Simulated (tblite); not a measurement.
C5H5F3O2 (charge +1 and doublet state).
Numbering: `[CH3:1][C@@H:2]([C:3](=[O:4])[OH:5])[C+:6]([F:7])[C:8]([F:9])[F:10]` (hydrogens: H11, H12, H13 on C1; H14 on C2; H15 on O5)

Structure used (GFN2-xTB), in Å, numbered top down from 1:
```xyz
15
C5H5F3O2 angstrom
C     -0.4930    1.6595   -0.1924
C     -0.1156    0.2758    0.2907
C     -1.1256   -0.7263   -0.5122
O     -0.8539   -1.0946   -1.6001
O     -2.1537   -0.9308    0.2353
C      1.2902   -0.0789    0.0639
F      1.9668    0.6238   -0.8214
C      1.9402   -1.1120    0.6894
F      1.3375   -1.8672    1.5616
F      3.1763   -1.4283    0.5086
H      0.1114    2.4041    0.3354
H     -1.5405    1.8723    0.0050
H     -0.2829    1.7950   -1.2546
H     -0.4051    0.0945    1.3335
H     -2.8565   -1.4790   -0.1684
```

The geometry is computed with GFN2-xTB (gas phase). This method treats the open shell by occupation alone, without spin polarisation.

Take the most abundant isotopes and a rigid rotor. The values belong to one conformer with, in the numbering `[CH3:1][C@@H:2]([C:3](=[O:4])[OH:5])[C+:6]([F:7])[C:8]([F:9])[F:10]`, C1–C2–C3–O4 85°, C2–C3–O5–H 177°, C1–C2–C6–F7 -18°, C2–C6–C8–F9 0°.

Give the principal moments of inertia and the rotational constants in MHz.

Ia = 266.15, Ib = 534.60, Ic = 647.89 u·Å²; 505379 MHz·u·Å²/I gives A = 1899, B = 945.3, C = 780.0 MHz.

Classify the top.

An asymmetric top; Ray's κ = -0.705.

Is it planar, by Δ = Ic − Ia − Ib?

Not planar: Δ = Ic − Ia − Ib = -152.87 u·Å². For a rigid frame Δ = −2 Σ m c², so Σ m c² = 76.43 u·Å² lies off the ab plane: 7.14 from hydrogen and 69.30 from heavier atoms. The atom farthest from that plane is 1.69 Å away.

Give the other two planar moments, Paa and Pbb, and the rms extents of the mass along the axes.

Paa = Σ m a² = (Ib + Ic − Ia)/2 = 458.17 and Pbb = Σ m b² = (Ia + Ic − Ib)/2 = 189.72 u·Å². With the mass M = 154.02 u, the rms extents √(P/M) along a, b and c are 1.72, 1.11, 0.70 Å.

Estimate the classical rotational partition function at 10 K, 25 K and 100 K.

Point group C1, symmetry number σ = 1; q = (√π/σ)·√((kT/h)³/(ABC)), k/h = 20836.6 MHz/K: 4510 at 10 K, 17800 at 25 K, 142000 at 100 K.

For this open shell read J as N, the rotation without spin; fine and hyperfine splittings come on top. Its GFN2-xTB frequencies are all real (lowest 22 cm⁻¹). No vibrational averaging or centrifugal distortion is included, and the geometry carries the error of its method.
